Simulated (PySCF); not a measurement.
Dipole response of Cr²⁺ (chromium, charge +2)

[Ar] 3d3 4s1, high-spin 5F determinant (an excited configuration). All numbers are calculated (PySCF 2.14, scalar relativity by spin-free X2C-1e, in aug-cc-pVQZ-DK (9s8p6d4f3g2h, 140 functions)). Coupled (time-dependent) response in atomic units; α is the mean over directions.

```
method  mean α (bohr³)  C₆ (like pair)  S(−4)
  PBE0           21.20           88.89  405.8
```

S(−4) is the Cauchy moment in α(ω) = α(0) + S(−4) ω² + …

α(iu) at PBE0:

| u (hartree) | α(iu) (bohr³) |
| --- | --- |
| 0 | 21.20 |
| 0.0500 | 20.24 |
| 0.100 | 17.86 |
| 0.200 | 12.46 |
| 0.300 | 8.692 |
| 0.500 | 5.022 |
| 0.750 | 3.227 |
| 1.00 | 2.383 |
| 1.50 | 1.553 |
| 2.00 | 1.122 |
| 3.00 | 0.6726 |
| 5.00 | 0.3214 |

A single London oscillator, α(iu) = α/(1 + u²/ω²), gives C₆ = (3/4) ω α². Matching the computed C₆ needs ω = 4 × 88.89 / (3 × 21.20²) = 0.264 hartree.

For an ion, C₆ is the dispersion term alone; charge-induced terms of lower order in 1/R come first.
